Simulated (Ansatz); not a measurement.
**Correcting a cheap level on Al-containing radicals**

The atomisation energy (no zero-point term) in kJ/mol of 7 Al-containing radicals: x at SPW92/def2-TZVPP, y at CCSD(T)/CBS estimate. Shapes, held fixed at every level: PBE0-D4/def2-TZVP. Flexible molecules stand in one conformer, not always the lowest. Programs: Ansatz 0.2.0.

| molecule | x (kJ/mol) | y (kJ/mol) |
| --- | --- | --- |
| AlHF (SMILES [F][AlH]) | 932 | 832 |
| AlH2O (SMILES [O][AlH2]) | 1126 | 1005 |
| Al(SH)2 | 1552 | 1352 |
| Al(OH)2 | 2073 | ? |
| Al(CH3)(NH2) | 3015 | 2667 |
| CH4AlO2 (SMILES C[O][Al][OH]) | 3412 | 2971 |
| C3H4Al (SMILES C#[C][Al][CH3]) | 3499 | 3077 |

Task: Fit y = c + s·x to the known rows and predict y for Al(OH)2.

Result: 
1. Means of the 6 rows: x = 2256.00, y = 1984.0.
2. Σ(Δx)² = 6982958, Σ(Δx·Δy) = 6094414, so the slope is 6094414/6982958 = 0.87276.
3. Intercept: 1984.0 − (0.87276) × 2256.00 = 15.1. The largest residual of the fit is 22.
4. Al(OH)2: 15.1 + 0.87276 × 2073 = 1824 kJ/mol.

CCSD(T)/CBS estimate gives 1803 kJ/mol, so the prediction is off by +21 kJ/mol, within the largest residual. Uncorrected, SPW92/def2-TZVPP misses it by +270 kJ/mol, and the other rows by 272 on average. The line removes about 90 % of this miss. Left out in turn, the other rows are missed by 19 kJ/mol on average, so much of the error is systematic among these molecules. Open shells run unrestricted. The CBS estimate extrapolates MP2 from def2-TZVPP and def2-QZVPP and adds CCSD(T) − MP2 in the triple-zeta set, cores frozen.
